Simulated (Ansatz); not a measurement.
C$_{4}$H$_{5}$, doublet, at a GFN2-xTB geometry. Base run: B3LYP/aug-cc-pVDZ (Ansatz, a program for electronic structure).

The Ansatz input:
Ansatz 0.2 input:
```yaml
crystal:
  periodic: [false, false, false]
  atoms:
    - {symbol: C, position_ang: [-0.01669866, -0.14473260, 2.05451619]}
    - {symbol: C, position_ang: [-0.00572650, -0.05021694, 0.70569704]}
    - {symbol: C, position_ang: [0.00420741, 0.03413279, -0.51310411]}
    - {symbol: C, position_ang: [0.01585773, 0.13725248, -1.95067878]}
    - {symbol: H, position_ang: [-0.94506085, -0.19981979, 2.59400011]}
    - {symbol: H, position_ang: [0.90273351, -0.16585290, 2.61141141]}
    - {symbol: H, position_ang: [-0.00059800, 1.18728795, -2.25276024]}
    - {symbol: H, position_ang: [0.91722312, -0.32377874, -2.35724285]}
    - {symbol: H, position_ang: [-0.86013765, -0.35645090, -2.37399048]}
basis:
  gaussian:
    orbitals: aug-cc-pVDZ
hamiltonian:
  xc: b3lyp
magnetization: {spin_polarized: true, initial_magnetization: 1}
```

The base run was repeated with changes; each row names its change, and settings that it needs were set with it.

```tsv
change	ΔE vs base (eV)
base	0.00
symmetry_tolerance_ang = 0.01	0.00
occupation = up:A':12 A'':3 down:A':11 A'':3	0.00
occupation = up:A':11 A'':4 down:A':11 A'':3	4.68
occupation = up:A':13 A'':2 down:A':11 A'':3	6.40
```
